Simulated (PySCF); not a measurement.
Isomers of C5H4F2. Computed with PBE0-D3(BJ)/def2-SVP geometry optimisation, gas phase in PySCF 2.14.0. Energies are electronic, without zero-point or thermal terms, for one conformer each. No frequencies were run at this level. Point groups hold within 0.08 Å.

Question: Order them by energy at this level, lowest first, and give relative energies in kcal/mol.
A. `[CH2:1]=[C:2]1[CH:3]=[C:4]1[CH:5]([F:6])[F:7]` with C3–C4–C5–F6 -8°
B. `FC1=CCC=C1F`
C. `[CH:1]#[C:2]/[C:3]([F:4])=[CH:5]\[CH2:6][F:7]` with C3–C5–C6–F7 -125°

Answer: B (0.0), C (43.4), A (49.4).

As drawn, the highest has a three-membered ring and two fluorines on one carbon, which the lowest lacks.

| SMILES | E (Eh) | E rel (kcal/mol) | dipole (D) | point group | A, B, C (MHz) |
| --- | --- | --- | --- | --- | --- |
| FC1=CCC=C1F | -391.87140 | 0.0 | 2.50 | C2v | 3737, 3144, 1726 |
| C#C/C(F)=C\CF | -391.80221 | 43.4 | 1.99 | C1 | 3972, 1658, 1225 |
| C=C1C=C1C(F)F | -391.79271 | 49.4 | 1.68 | C1 | 5736, 1699, 1368 |
